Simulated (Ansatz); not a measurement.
## Ligand exchange: CH3Br + C2H8OSi → CH4O + C2H7BrSi

Species: CH3Br `CBr`, singlet; C2H8OSi `CC[SiH2]O`, singlet; CH4O `CO`, singlet; C2H7BrSi `CC[SiH2]Br`, singlet. The partners trade Br for OH: C–Br and Si–OH bonds give way to C–OH and Si–Br.

Shapes, held fixed at every level: PBE0-D4/def2-TZVP. Flexible molecules stand in one conformer, not always the lowest. Programs: Ansatz 0.2.0. The zero-point and thermal change to 298 K, harmonic and unscaled (PBE0-D4/def2-TZVP), is +4.1 kJ/mol.

```
                level                   kind  ΔH(298 K) (kJ/mol)  less CCSD(T)/def2-TZVPP
          HF/def2-SVP           Hartree–Fock               +13.3                    -25.0
        HF/def2-TZVPP           Hartree–Fock               +33.9                     -4.4
  B3LYP-D4/def2-TZVPP          global hybrid               +36.1                     -2.2
r2SCAN0-D4/def2-TZVPP          global hybrid               +32.4                     -5.9
         MP2/def2-SVP    perturbation theory               +18.6                    -19.7
       MP2/def2-TZVPP    perturbation theory               +40.0                     +1.7
     CCSD(T)/def2-SVP  coupled cluster or CI               +15.8                    -22.5
   CCSD(T)/def2-TZVPP  coupled cluster or CI               +38.3                      0.0
```

The highest level, CCSD(T)/def2-TZVPP, gives ΔH(298 K) = +38.3 kJ/mol; the levels span +13.3 to +40.0. The column of differences is taken from that level and isn't an error. No measured value is set beside it here. Relativity is left out for Br. Outer-core shells of Br are correlated, in sets that cover them unevenly.
